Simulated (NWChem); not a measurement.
System: SiHOBr, singlet; SMILES O[Si]Br

Here is an NWChem input.

```
start job
memory heap 200 mb stack 900 mb global 1100 mb
geometry units angstroms noautoz
  Si     0.609684     1.166997     0.000000
  Br     0.021397    -1.035651     0.000000
  O     -0.931886     1.852291     0.000000
  H     -0.903451     2.829645     0.000000
end
basis spherical
  * library def2-svpd
end
dft
  xc b3lyp
  iterations 150
  vectors input atomic output neutral.movecs
end
task dft energy
charge 1
dft
  odft
  mult 2
  vectors input atomic output cation.movecs
end
task dft energy
charge -1
dft
  odft
  mult 2
  vectors input atomic output anion.movecs
end
task dft energy
```

Low-valent species are run as closed-shell singlets; no triplet was tried in these runs. All runs use the structure optimised with PBE-D3(BJ)/def2-SVP.

Ions are spin-unrestricted doublets at the neutral geometry; other ion states weren't tried.

Task: What results follow from this input? (B3LYP/def2-SVPD, vertical spin-unrestricted ions.) Quantities: vertical ionisation energy, ΔSCF (eV); −ε(HOMO) (eV).

Result: 
- vertical ionisation energy, ΔSCF (eV) = 9.66
- −ε(HOMO) (eV) = 7.27
